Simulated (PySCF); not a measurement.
C4H7Cl, SMILES ClC1CCC1. Geometry optimised at r2SCAN-D4/def2-SVP.

These are PySCF with r2SCAN-D4/def2-SVP values and carry that method's errors.

Harmonic wavenumbers (cm⁻¹): 164, 284, 373, 526, 720, 783, 847, 921, 926, 948, 1040, 1055, 1111, 1177, 1218, 1232, 1241, 1254, 1281, 1292, 1441, 1453, 1479, 3063, 3065, 3069, 3099, 3127, 3138, 3145. Rotational constants (GHz): 10.13, 2.481, 2.167; symmetry number 1.

**Question.** Work out the zero-point energy and the ideal-gas rigid-rotor harmonic-oscillator thermochemistry at 298.15 K and 1 atm.

**Answer.** ZPE = ½ Σ hcν = ½ × 44474 cm⁻¹ = 63.58 kcal/mol. H − E(el) = 67.33 kcal/mol. Entropy in cal/(mol K): translation 39.42, rotation 26.18, vibration 7.22, total 72.83. G − E(el) = 45.62 kcal/mol. Cp = 20.13 cal/(mol K).
